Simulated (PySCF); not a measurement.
## 17O chemical shifts

Calculated, not measured (PySCF 2.14): structure optimised with GFN2-xTB, NMR shieldings at PBE0/pcSseg-1/GIAO. One conformer, averaged over atoms made equivalent by symmetry, fast rotation or ring inversion, non-relativistic, no solvent model.

Shieldings were converted by a linear fit to measured shifts: 17O: δ = 266.70 − 0.911σ (rms 10.7 ppm, 155 shifts, 12.2 ppm with the 3 outliers that the fit left out vs liquid water, solution or neat liquid). Occasional misses reach two or three times the rms, and more in compound classes unlike the fitted ones.

Problem. Give the 17O shifts of `CO[C@H]1CC[C@H](O)CC1`, `COc1nncs1`, `COCC[P@](C)(=O)C(F)(F)F`, `CO[Si@@H](P)O[SiH3]`, `C=C([SiH3])/C=C/OC(F)F`.

Solution. 
```csv
compound,environment,δ (ppm)
[CH3:1][O:2][C@H:3]1[CH2:4][CH2:5][C@H:6]([OH:7])[CH2:8][CH2:9]1,O7: alcohol oxygen,11.9
[CH3:1][O:2][C@H:3]1[CH2:4][CH2:5][C@H:6]([OH:7])[CH2:8][CH2:9]1,O2: ether oxygen,-12.8
COc1nncs1,ether oxygen,63.4
[CH3:1][O:2][CH2:3][CH2:4][P@:5]([CH3:6])(=[O:7])[C:8]([F:9])([F:10])[F:11],O7: P=O oxygen,36.6
[CH3:1][O:2][CH2:3][CH2:4][P@:5]([CH3:6])(=[O:7])[C:8]([F:9])([F:10])[F:11],O2: ether oxygen,3.2
[CH3:1][O:2][Si@@H:3]([PH2:4])[O:5][SiH3:6],O5: oxygen bonded to 2 Si,4.9
[CH3:1][O:2][Si@@H:3]([PH2:4])[O:5][SiH3:6],"O2: oxygen bonded to C, Si",-0.9
C=C([SiH3])/C=C/OC(F)F,ether oxygen,121.2
```
